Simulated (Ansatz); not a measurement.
Computed with Ansatz on PBE0-D4/def2-TZVP structures; ΔE is electronic, products minus reactants. CBS: MP2 limit from def2 TZ/QZ plus the TZ coupled-cluster correction, frozen cores. DFT in def2-TZVPP. B3LYP here is the variant with VWN-RPA as its local correlation; programs differ in this. Each species was taken in one conformer, which may not be the lowest.

`CC[CH2][AlH][F]` + `COC(C)=O` → `C[O][AlH][F]` + `CCCC(C)=O`  (formal exchange of groups at the Al–C bond)

`CC[CH2][AlH][F]`:

```xyz
13

C     0.941    1.682    0.253
C    -0.204    0.682    0.227
C     0.222   -0.710   -0.238
Al   -1.199   -2.040   -0.294
F    -0.828   -3.574   -0.791
H     1.736    1.346    0.925
H     1.381    1.796   -0.742
H     0.611    2.668    0.589
H    -0.650    0.621    1.227
H    -1.000    1.065   -0.421
H     1.025   -1.095    0.405
H     0.676   -0.653   -1.237
H    -2.711   -1.789    0.098
```

`COC(C)=O`:

Cartesian coordinates in Å:
```
C -0.201 -1.531 1.011
O 0.170 -0.730 -0.106
C -0.103 0.578 0.013
C 0.324 1.330 -1.210
O -0.623 1.057 0.983
H 0.322 -1.202 1.910
H -1.275 -1.469 1.189
H 0.085 -2.549 0.756
H 1.397 1.204 -1.366
H 0.086 2.383 -1.090
H -0.182 0.928 -2.090
```

`C[O][AlH][F]`:

Z-matrix (Å, degrees):
```
C
O 1 1.399
H 1 1.094 2 109.9
H 1 1.096 2 112.4 3 120.7
H 1 1.094 2 109.9 3 -118.7
Al 2 1.670 1 138.4 3 -120.7
F 6 1.649 2 119.9 1 0.1
H 6 1.562 2 120.2 1 -179.9
```

`CCCC(C)=O`:

```xyz
16

C    -1.191   -1.151    0.899
C    -0.249   -0.002    1.217
C     1.058   -0.072    0.431
C     0.876    0.008   -1.067
C     0.140    1.209   -1.606
O     1.299   -0.850   -1.803
H    -2.108   -1.087    1.488
H    -1.475   -1.160   -0.158
H    -0.720   -2.113    1.114
H    -0.746    0.955    1.027
H    -0.009   -0.008    2.285
H     1.707    0.761    0.729
H     1.590   -1.002    0.645
H     0.264    1.260   -2.686
H    -0.926    1.119   -1.376
H     0.490    2.132   -1.138
```

| level | ΔE (kJ/mol) | difference from CCSD(T)/CBS |
| --- | --- | --- |
| PBE0-D4 | -78.1 | 14.4 |
| B3LYP-D4 | -88.4 | 4.1 |
| PBE0 | -75.2 | 17.3 |
| HF/def2-TZVPP | -93.5 | -1.0 |
| MP2/def2-TZVPP | -94.3 | -1.8 |
| SCS-MP2/def2-TZVPP | -96.1 | -3.6 |
| CCSD(T)/def2-TZVPP | -91.1 | 1.4 |
| HF/def2-QZVPP | -95.0 | -2.5 |
| SCS-MP2/def2-QZVPP | -97.5 | -5.0 |
| HF/CBS(def2) | -95.2 | -2.7 |
| CCSD(T)/CBS | -92.5 | 0 |

Largest T1 diagnostic among the species: 0.014.

The D4 term adds −4.8 kJ/mol with B3LYP and −2.9 kJ/mol with PBE0; it sums over pairs of atoms, weighted by their polarisabilities, and B3LYP, whose exchange is more repulsive, gets the larger term. From PBE to PBE0 (25 % exact exchange), in def2-TZVPP and without D4, ΔE moves by −5.3 kJ/mol.
